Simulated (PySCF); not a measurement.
Distorted geometries of Ce2S3

Ce2S3 (singlet in the valence; each metal's 4f electrons, 1 of them, lie in its core potential, out of spins and levels). PySCF 2.14.0, RKS r2SCAN, Ce lcecp-1-SVP with ECP47, S def2-SVP; non-relativistic Hamiltonian with scalar-relativistic core potentials where named; density fitting; no spin-orbit coupling. Relaxed geometry:

```xyz
5

Ce    0.3024   -0.6081    2.4795
Ce    0.3024   -0.6081   -2.4795
S     0.7515   -1.5110    0.0000
S    -0.7729    1.5540    2.6316
S    -0.7729    1.5540   -2.6316
```

Question: Order these distorted geometries by energy above the relaxed one, lowest first.
A.
```xyz
5

Ce    0.3435   -0.6089    2.4621
Ce    0.2730   -0.5793   -2.4908
S     0.6603   -1.5242    0.0208
S    -0.7095    1.5286    2.5578
S    -0.7566    1.5645   -2.5500
```
B.
```xyz
5

Ce    0.2783   -0.6114    2.4901
Ce    0.3170   -0.6764   -2.4380
S     0.6115   -1.4342   -0.0318
S    -0.7965    1.5708    2.6158
S    -0.5996    1.5320   -2.6360
```
C.
```xyz
5

Ce    0.2841   -0.5430    2.5902
Ce    0.2640   -0.6069   -2.5367
S     0.7354   -1.5373   -0.0183
S    -0.7391    1.5054    2.6770
S    -0.7338    1.5626   -2.7121
```

Answer: A (0.05 eV), B (0.11 eV), C (0.27 eV).

Question: Which forces (eV/Å) act in the one that lies 0.05 eV up?

Answer: 
```
Ce   0.27 -0.51  0.34
Ce   0.33 -0.72  0.31
S    0.05 -0.11 -0.64
S   -0.33  0.67  0.05
S   -0.32  0.67 -0.07
```
Forces carry noise of the integration grid, about 0.01 to 0.03 eV/Å.

No frequency check is given that shows the relaxed geometry to be a minimum. An lcecp potential fixes the number of 4f electrons, so in runs with it no electron can move into or out of that shell.
